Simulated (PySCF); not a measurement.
Compound: C8H9NP (charge -1).
SMILES with atom numbers: `[CH2:1]=[CH:2][CH2:3][P-:4][c:5]1[cH:6][cH:7][n:8][cH:9][cH:10]1`

Probes without a nucleus sit at each ring's centroid and 1 Å off its mean plane on both sides; NICS is minus the shielding there, NICSzz its component along the normal. Level: GIAO PBE0/pcSseg-1 (PySCF, non-relativistic, gas phase) on the GFN2-xTB geometry, one conformer.

Ring bond lengths (Å), with Mayer bond orders in brackets: C5–C6 1.413 (1.24), C6–C7 1.371 (1.48), C7–N8 1.335 (1.46), N8–C9 1.339 (1.42), C9–C10 1.367 (1.50), C10–C5 1.418 (1.28).

Q: What do the NICS probes read (ppm)?

A: 
| ring | type | NICS(0) | NICS(1), two faces | NICS(1)zz, two faces | rms pucker (Å) | centre to ring atoms, mean (Å) |
| --- | --- | --- | --- | --- | --- | --- |
| C5–C6–C7–N8–C9–C10 | 6-membered ring with N; formal bonds all aromatic | -1.4 | -6.0 / -5.8 | -12.4 / -12.5 | 0.00 | 1.37 |

Q: What do they say, and how far can they be read as aromaticity?

A: 
- C5–C6–C7–N8–C9–C10: mean NICS(1)zz -12.5 ppm, shielded.

Q: How equal are the bonds by HOMA? Use HOMA with the parameters of Krygowski (1993).

A: 
- C5–C6–C7–N8–C9–C10: HOMA 0.90; the largest term is that of C10–C5, α(R − Ropt)² = 0.23.

Q: What field does 14.1 T along the ring normal induce along that normal at the first NICS(1) probe listed for ring C5–C6–C7–N8–C9–C10, 1 Å off the ring?

A: NICSzz × B0 = -12.4 ppm × 14.1 T = -175 μT, against the applied field.

Q: List the ring angles and the Hirshfeld charges of the ring atoms.

A: 
- C5–C6–C7–N8–C9–C10: C5 114.5° (-0.074 e), C6 119.8° (-0.104 e), C7 125.5° (-0.030 e), N8 115.0° (-0.249 e), C9 124.8° (-0.036 e), C10 120.5° (-0.103 e); sum 720.0° against 720° for a flat convex ring.

Q: How shielded are the nuclei of the rings and their hydrogens (means over atoms taken as equivalent)?

A: 
```csv
atoms,environment,σ isotropic (ppm)
C5,substituted aromatic carbon,3.9
C6 (×2),aromatic CH carbon,64.8
C7 (×2),aromatic CH next to a ring nitrogen,37.8
N8,pyridine-type nitrogen,-21.8
H on C6 (×2),aromatic hydrogen,25.26
H on C7 (×2),aromatic hydrogen,24.41
```

Conformer computed: `[CH2:1]=[CH:2][CH2:3][P-:4][c:5]1[cH:6][cH:7][n:8][cH:9][cH:10]1`: C1–C2–C3–P4 -123°, C2–C3–P4–C5 77°, C3–P4–C5–C6 1°.
